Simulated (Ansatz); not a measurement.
`[OH][Hf]([F])([Cl])[Cl]` + HBr → `[OH][Hf]([F])([Cl])[Br]` + HCl at 400 K and 1 bar (ligand exchange at the Hf–Cl bond).

Isolated molecules relaxed with PBE0-D4/def2-TZVP in Ansatz; ΔE leaves out vibrations. CBS: MP2 limit from def2 TZ/QZ plus the TZ coupled-cluster correction, frozen cores. This one scheme is used for every species. def2 core potentials past Kr. For Br, Hf outer-core shells are correlated without core-valence functions, which leaves a few kJ/mol of doubt a bond. Scalar relativity is left out up to krypton. Each species was taken in one conformer, which may not be the lowest.

```
                  species  CCSD(T)/CBS energy (Eh)  H − E (kJ/mol)  S (J/(mol·K))
`[OH][Hf]([F])([Cl])[Cl]`              -1143.33676            78.8          420.4
                      HBr              -2573.91920            27.6          207.2
`[OH][Hf]([F])([Cl])[Br]`              -3256.87550            78.5          432.1
                      HCl               -460.38127            29.6          195.4
```

H − E and S are ideal-gas, rigid-rotor, harmonic terms from PBE0-D4/def2-TZVP, for one conformer and one mirror image of each species. 1 Eh = 2625.50 kJ/mol, R = 8.31446 J/(mol·K).

Q: By hand: ΔE, ΔH, ΔS and ΔG.

A: ΔE = (-3256.87550) + (-460.38127) − (-1143.33676) − (-2573.91920) = -0.00081 Eh = -2.1 kJ/mol. Δ(H − E) = 78.5 + 29.6 − 78.8 − 27.6 = 1.7, so ΔH = -0.4 kJ/mol. ΔS = 432.1 + 195.4 − 420.4 − 207.2 = -0.1 J/(mol·K). ΔG = -0.4 − 400 × (-0.1)/1000 = -0.4 kJ/mol.

Q: By hand: the equilibrium constant, and the temperature at which ΔG would vanish if ΔH and ΔS stayed fixed.

A: log₁₀ K = −ΔG/(RT ln 10) = 0.1. ΔG = 0 at ΔH/ΔS = 4000 K, far beyond where these terms or the molecules hold.

The number of gas molecules stays the same, so ΔS is small and ΔH decides. The sign of ΔG lies within the doubt. A doubt of 5 kJ/mol in ΔE shifts log₁₀ K by 0.7 here. Other conformers and mirror images would add mixing entropy, several J/(mol·K) or more a flexible species. These are equilibria of isolated gas molecules and say nothing of rates. Largest T1 diagnostic: 0.015 (customary marks: 0.02 for closed shells, 0.045 for open ones).
